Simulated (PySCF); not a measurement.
C₃H₇, SMILES [CH2]CC, multiplicity 2. Geometry optimised at B3LYP-D3(BJ)/def2-TZVP. The isomer is the one that the SMILES or the coordinates give; other isomers of the formula were not compared.

Computed equilibrium geometry at B3LYP-D3(BJ)/def2-TZVP (PySCF confirms it by a frequency run) as a Z-matrix:
```
C
H 1 1.0964
H 1 1.1026 2 104.57
C 1 1.4845 2 109.75 3 -117.64
H 4 1.0815 1 121.00 2 40.29
H 4 1.0822 5 117.83 1 -172.78
C 1 1.5288 2 109.94 3 116.60
H 7 1.0912 1 111.30 2 -57.87
H 7 1.0917 8 108.08 1 -122.02
H 7 1.0924 8 107.85 9 -116.22
```
Charge 0, spin multiplicity 2.
